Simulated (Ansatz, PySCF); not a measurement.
C2H9NSi2, SMILES C1[SiH2]CN1[SiH3]. Atoms are numbered in the order given.

```xyz
14

Si     2.1283    -0.0751     0.0000
N      0.3903    -0.0773     0.0000
C     -0.4765     0.1266     1.1821
Si    -1.9655    -0.0477     0.0000
C     -0.4765     0.1266    -1.1821
H      2.7554     1.2897     0.0000
H      2.5948    -0.7837    -1.2279
H      2.5948    -0.7837     1.2279
H     -0.3348    -0.6334     1.9694
H     -0.3785     1.1264     1.6517
H     -2.6120    -1.3911     0.0000
H     -3.0224     1.0058     0.0000
H     -0.3348    -0.6334    -1.9694
H     -0.3785     1.1264    -1.6517
```

Geometry optimised at B3LYP-D3(BJ)/def2-SVP. This is a generated structure with no PubChem entry under its InChIKey; it may be hypothetical.

Two levels are set side by side: PBE-D3(BJ)/def2-SVP (Ansatz, a quantum-chemistry and plane-wave program) and B3LYP-D3(BJ)/def2-SVP (Ansatz). Each level has its own optimised geometry; the coordinates shown are those of the second. Frequencies come from the Hessian of PySCF at each geometry. Differences are taken from unrounded values.

| quantity | B3LYP-D3(BJ) |
|---|---|
| mean bond length (Å) | 1.458 |
| bond Si1–N2 (Å) | 1.738 |
| bond N2–C3 (Å) | 1.480 |
| bond N2–C5 (Å) | 1.480 |
| bond C3–Si4 (Å) | 1.909 |
| bond Si4–C5 (Å) | 1.909 |
| bond Si1–H6 (Å) | 1.502 |
| bond Si1–H7 (Å) | 1.492 |
| bond Si1–H8 (Å) | 1.492 |
| bond C3–H9 (Å) | 1.103 |
| bond C3–H10 (Å) | 1.109 |
| bond Si4–H11 (Å) | 1.491 |
| bond Si4–H12 (Å) | 1.492 |
| bond C5–H13 (Å) | 1.103 |
| bond C5–H14 (Å) | 1.109 |
| highest harmonic wavenumber (cm⁻¹) | 3061 |
| mean harmonic wavenumber (cm⁻¹) | 1242 |
| zero-point energy (kcal/mol) | 63.94 |

Problem. What does PBE-D3(BJ) give, and how far is it from B3LYP-D3(BJ)? (Estimate from the structure and the level; the computed values follow.)

Solution. 
```tsv
quantity	PBE-D3(BJ)	PBE-D3(BJ) minus B3LYP-D3(BJ)
mean bond length (Å)	1.467	0.009
bond Si1–N2 (Å)	1.750	0.012
bond N2–C3 (Å)	1.480	0.000
bond N2–C5 (Å)	1.480	0.000
bond C3–Si4 (Å)	1.916	0.007
bond Si4–C5 (Å)	1.916	0.007
bond Si1–H6 (Å)	1.516	0.014
bond Si1–H7 (Å)	1.505	0.013
bond Si1–H8 (Å)	1.505	0.013
bond C3–H9 (Å)	1.111	0.008
bond C3–H10 (Å)	1.118	0.009
bond Si4–H11 (Å)	1.504	0.013
bond Si4–H12 (Å)	1.506	0.014
bond C5–H13 (Å)	1.111	0.008
bond C5–H14 (Å)	1.118	0.009
highest harmonic wavenumber (cm⁻¹)	3001	-60
mean harmonic wavenumber (cm⁻¹)	1205	-37
zero-point energy (kcal/mol)	62.03	-1.91
```

Exact exchange shortens and stiffens bonds; PBE has none. Differences between two approximate levels are no errors against the true value.
